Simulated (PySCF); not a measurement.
O₃Os, SMILES [O]=[Os](=[O])=[O], multiplicity 1. Atoms are numbered in the order given.

```xyz
4

Os     0.0000     0.0000     0.0000
O      1.6832     0.0000     0.0000
O     -0.8416     1.4577     0.0000
O     -0.8416    -1.4577     0.0000
```

Geometry optimised at PBE0-D3(BJ)/def2-TZVP. The multiplicity is an assumed one; other spin states were not compared. The def2 effective core potentials stand for the cores of Os; spin–orbit coupling is left out.

Method: PBE/def2-TZVPD (PySCF).

Mulliken values depend strongly on the basis, most of all with diffuse functions as here. ESP charges are fitted to the potential on shells at 1.4 to 2.0 van der Waals radii. Atomic charges (e):

```
atom  Mulliken  ESP fit
----  --------  -------
Os1       1.12     0.59
O2       -0.37    -0.20
O3       -0.37    -0.20
O4       -0.37    -0.20
```
